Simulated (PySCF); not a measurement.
Isomers of C5H12SSi, mass 132.043 u with the commonest isotopes. The calculation used CAM-B3LYP/def2-SVPD in PySCF (dipole) on a GFN2-xTB geometry, gas phase. One conformer each, none proved a minimum here; rigid rotors.

Question: Order these by rotational constant C, largest first.
A. `[CH3:1][C@@H:2]1[CH2:3][S:4][Si@@H:5]([CH3:6])[CH2:7]1` with C1–C2–C3–S4 -179°, C2–C3–S4–Si5 36°, C3–S4–Si5–C6 -129°, S4–Si5–C7–C2 -17°
B. `[CH3:1]/[CH:2]=[CH:3]/[CH2:4][SiH2:5][S:6][CH3:7]` with C2–C3–C4–Si5 107°, C3–C4–Si5–S6 179°, C4–Si5–S6–C7 179°
C. `[CH3:1][S:2]/[CH:3]=[C:4](/[CH3:5])[CH2:6][SiH3:7]` with C1–S2–C3–C4 -171°, C3–C4–C6–Si7 -92°
D. `[CH3:1][SiH2:2][CH2:3][CH:4]1[CH2:5][S:6][CH2:7]1` with C1–Si2–C3–C4 -179°, Si2–C3–C4–C5 -67°, C3–C4–C5–S6 -136°, C4–C5–S6–C7 12°, C5–S6–C7–C4 -12°, C3–C4–C7–S6 136°

Answer: A (1021 MHz), C (773.1 MHz), D (660.5 MHz), B (541.3 MHz).

Question: Order these by rotational constant B, largest first.
A. `[CH3:1][C@@H:2]1[CH2:3][S:4][Si@@H:5]([CH3:6])[CH2:7]1` with C1–C2–C3–S4 -179°, C2–C3–S4–Si5 36°, C3–S4–Si5–C6 -129°, S4–Si5–C7–C2 -17°
B. `[CH3:1][S:2]/[CH:3]=[C:4](/[CH3:5])[CH2:6][SiH3:7]` with C1–S2–C3–C4 -171°, C3–C4–C6–Si7 -92°
C. `[CH3:1]/[CH:2]=[CH:3]/[CH2:4][SiH2:5][S:6][CH3:7]` with C2–C3–C4–Si5 107°, C3–C4–Si5–S6 179°, C4–Si5–S6–C7 179°
D. `[CH3:1][SiH2:2][CH2:3][CH:4]1[CH2:5][S:6][CH2:7]1` with C1–Si2–C3–C4 -179°, Si2–C3–C4–C5 -67°, C3–C4–C5–S6 -136°, C4–C5–S6–C7 12°, C5–S6–C7–C4 -12°, C3–C4–C7–S6 136°

Answer: A (1368 MHz), B (982.8 MHz), D (700.0 MHz), C (561.7 MHz).

Question: Order these by rotational constant A, largest first.
A. `[CH3:1][SiH2:2][CH2:3][CH:4]1[CH2:5][S:6][CH2:7]1` with C1–Si2–C3–C4 -179°, Si2–C3–C4–C5 -67°, C3–C4–C5–S6 -136°, C4–C5–S6–C7 12°, C5–S6–C7–C4 -12°, C3–C4–C7–S6 136°
B. `[CH3:1]/[CH:2]=[CH:3]/[CH2:4][SiH2:5][S:6][CH3:7]` with C2–C3–C4–Si5 107°, C3–C4–Si5–S6 179°, C4–Si5–S6–C7 179°
C. `[CH3:1][C@@H:2]1[CH2:3][S:4][Si@@H:5]([CH3:6])[CH2:7]1` with C1–C2–C3–S4 -179°, C2–C3–S4–Si5 36°, C3–S4–Si5–C6 -129°, S4–Si5–C7–C2 -17°

Answer: B (6805 MHz), A (5768 MHz), C (2633 MHz).

```csv
SMILES,point group,Ia (u·Å²),Ib (u·Å²),Ic (u·Å²),κ,μa (D),μb (D),μc (D)
C[SiH2]CC1CSC1,C1,87.62,721.94,765.16,-0.98,2.25,0.96,0.05
C[C@@H]1CS[Si@@H](C)C1,C1,191.95,369.51,495.20,-0.57,0.97,2.00,0.11
C/C=C/C[SiH2]SC,C1,74.27,899.75,933.65,-0.99,0.63,1.12,0.13
CS/C=C(/C)C[SiH3],C1,194.93,514.24,653.69,-0.77,0.78,1.32,0.22
```
